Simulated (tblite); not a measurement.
C6H8ClSi (doublet state).
Geometry (GFN2-xTB, Å), atoms numbered from 1 in this order:
```xyz
16
C6H8ClSi angstrom
C      3.063    0.194    1.472
C      2.119   -0.222    0.662
C      1.223   -0.655   -0.103
C      0.271   -1.049   -0.926
C     -0.520   -0.103   -1.737
Cl    -0.896   -0.801   -3.353
Si    -2.181    0.162   -0.787
C     -1.833    0.912    0.922
H      3.585   -0.485    2.125
H      3.354    1.231    1.507
H     -0.017   -2.090   -0.973
H      0.023    0.825   -1.912
H     -2.922   -1.098   -0.740
H     -1.140    0.286    1.483
H     -2.747    1.001    1.500
H     -1.390    1.901    0.848
```

Calculated harmonic vibrations of the isolated species, GFN2-xTB (tblite), most abundant isotopes, no scaling. Against measured fundamentals such values can be off by several per cent, at times by over 20. Modes of hydrogen on silicon can be 10 to 20 % off. One conformer, not necessarily the lowest. Open shells enter through the occupations alone, without spin polarisation, and single modes of such species can be off by tens of per cent.

Harmonic wavenumbers (cm⁻¹): 26.6, 45.2, 83.0, 91.9, 123.8, 177.6, 187.6, 237.6, 249.6, 281.4, 409.6, 449.9, 457.7, 490.1, 592.7, 683.7, 726.7, 759.3, 791.2, 810.0, 820.3, 835.4, 919.2, 973.7, 1082.4, 1129.3, 1164.1, 1273.6, 1363.9, 1389.4, 1469.4, 1476.1, 1685.6, 2166.5, 2257.9, 2958.4, 2999.4, 3037.0, 3043.4, 3051.7, 3078.2, 3089.2.

A = 1792, B = 826.5, C = 592.1 MHz; mass 143.008 u (most abundant isotopes); point group C1, symmetry number 1; spin multiplicity 2.

Task: What is the zero-point energy?

Result: ½Σν̃ = 24470 cm⁻¹ = 292.73 kJ/mol.

Task: Entropy at 400 K, 1 bar (ideal gas, RRHO, classical rotation)?

Result: Translation 176.86, rotation 130.37, vibration 199.37, spin (R ln 2) 5.76: S = 512.4 J/(mol K).

Task: And Cp and H(400 K) − H(0)?

Result: Cp = 200.61 J/(mol K), of which vibrations give 167.35 (their classical limit is 42 R = 349.2); H(400 K) − H(0) = 51.31 kJ/mol without the zero-point energy, 38.01 from vibrations.

Task: How do the functions run with temperature in this model?

Result: 
```tsv
T (K)	S (J/(mol K))	Cp (J/(mol K))	H − H(0) (kJ/mol)	G − H(0) (kJ/mol)	ln q(vib)
100	321.9	91.6	6.35	-25.84	2.98
200	398.3	132.6	17.61	-62.05	6.44
300	459.2	169.5	32.75	-105.00	9.60
500	559.9	225.7	72.67	-207.29	15.32
800	678.3	277.3	148.82	-393.80	22.79
1000	742.7	300.1	206.67	-536.05	27.16
```

q(vib) and H(0) count from the zero-point level.

Task: What must be added to the electronic energy to get the Gibbs energy at 400 K and 1 bar?

Result: ZPE + [H(400 K) − H(0)] − T·S = 292.73 + 51.31 − 204.94 = 139.10 kJ/mol.

Task: Blend soft modes into free rotors: weight 1/[1 + (100 cm⁻¹/ν̃)⁴] for the oscillator and the rest for a rotor with moment μB/(μ + B), μ = h/(8π²ν), B = 10⁻⁴⁴ kg m². What vibrational entropy results?

Result: 177.14 J/(mol K) in place of 199.37, which changes −T·S at 400 K by +8.89 kJ/mol.

Task: Which modes carry the vibrational entropy at 400 K?

Result: 26.6 cm⁻¹: 27.83; 45.2 cm⁻¹: 23.43; 83.0 cm⁻¹: 18.40; 91.9 cm⁻¹: 17.56; 123.8 cm⁻¹: 15.11; 177.6 cm⁻¹: 12.18 J/(mol K); the other 36 give 84.87 together.

Hindered rotation and anharmonicity are outside this model. Other conformers, if any are populated, would add a mixing term that is left out. The structure is chiral; the term R ln 2 for an equal mix with its mirror image is left out.
